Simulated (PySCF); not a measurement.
Gallium cyanide, CGaN (singlet state).
Bonds: N1–C2 (triple), C2–Ga3.

Computed, not measured: core-valence-separated Tamm–Dancoff BHandHLYP/aug-pcX-1 (def2-SVPD on Ga) in PySCF, non-relativistic, gas phase, PBE0-D3(BJ)/def2-SVP geometry. The energies are unshifted.

**Question.** Give energies, oscillator strengths and core holes at the C K edge.

**Answer.** 
```
E (eV)       f  core hole on                 main final orbital     polarisation
282.26  0.0461            C2    LUMO/LUMO+1 (2 roots, f summed)  across the axis
284.46  0.0884            C2  LUMO+4/LUMO+5 (2 roots, f summed)  across the axis
285.84  0.0141            C2                      LUMO+3 (57 %)   along the axis
286.31  0.0003            C2                      LUMO+2 (62 %)                –
```

The first line with a tenth or more of the strongest one's intensity is at 282.26 eV (f = 0.046, sum of 2), with the hole on C2 (cyano carbon), polarised across the axis: a 1s→π* resonance. The strongest listed is at 284.46 eV (f = 0.088, sum of 2; C2).

**Question.** List the nitrogen K-edge absorption lines.

**Answer.** 
```csv
E (eV),f,core hole on,main final orbital,polarisation
396.18,0.1057,N1,"LUMO/LUMO+1 (2 roots, f summed)",across the axis
400.12,0.0240,N1,"LUMO/LUMO+1 (2 roots, f summed)",across the axis
401.00,0.0002,N1,LUMO+2 (58 %),–
401.62,0.0048,N1,LUMO+3 (68 %),along the axis
402.25,0.0010,N1,LUMO+6 (75 %),along the axis
```

The first line with a tenth or more of the strongest one's intensity is at 396.18 eV (f = 0.106, sum of 2), with the hole on N1 (cyano nitrogen), polarised across the axis: a 1s→π* resonance. It is also the strongest listed.

Roots within 0.03 eV whose holes lie on the same, on equivalent or on shared atoms are summed into one line, and the highest roots are left out, as the search may have cut off their partners. Final orbitals are the ground state's empty Kohn–Sham orbitals. A dash: too weak, shared between unlike atoms, or no plane or axis to refer to.

**Question.** What length of transition dipole belongs to the line at 285.84 eV?

**Answer.** From f = (2/3) ΔE |μ|² in atomic units, with ΔE = 10.504 Eh and f = 0.0141: |μ| = 0.045 au = 0.11 D.

The ionisation thresholds weren't computed; near and above them a finite basis only mimics Rydberg series and continuum. Relativistic effects, spin–orbit coupling among them, are left out although an element past zinc is present.
